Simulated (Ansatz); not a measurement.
Pd₄S₃. The state is a singlet with charge 0. Geometry r2SCAN-D4/def2-SVP, basis def2-TZVP, Ansatz.

```xyz
7

Pd   -2.209    0.233   -0.806
Pd    0.873    0.962    0.921
Pd    0.289    0.301   -1.966
Pd   -0.791   -1.150    0.865
S     1.373   -1.245    1.905
S     1.161   -0.989   -0.345
S    -0.695    1.888   -0.573
```

```csv
run,HOMO (eV),LUMO (eV)
A,-5.02,-4.59
B,-5.70,-3.67
C,-5.32,-4.02
D,-5.78,-3.68
```

In the def2 sets Pd takes a core potential; there is no spin–orbit coupling. HSE06 is defined as in plane-wave codes, on full-range PBE exchange. No other spin state of charge 0 was run. Another isomer (singlet) lies 1.14 eV lower at PBE0-D4/def2-TZVP; other spin states weren't run for this one.

Task: The runs used HSE06, LDA (SPW92), PBE0, r2SCAN0. Estimate which is which.

Result: A LDA (SPW92) (0 % exact exchange); B PBE0 (25 % exact exchange); C HSE06 (range-separated); D r2SCAN0 (25 % exact exchange). Exact exchange lowers occupied and raises empty levels; among semilocal functionals meta-GGAs tend to open the gap a little, and such runs are hard to tell apart. The gap grows from 0.43 eV (LDA (SPW92)) to 2.10 eV (r2SCAN0). The restricted singlet is unstable towards broken spin symmetry in Hartree–Fock (as tested in another run); at LDA (SPW92)/def2-TZVP, PBE0-D4/def2-TZVP, HSE06-D4/def2-TZVP, r2SCAN0-D4/def2-TZVP this wasn't settled.
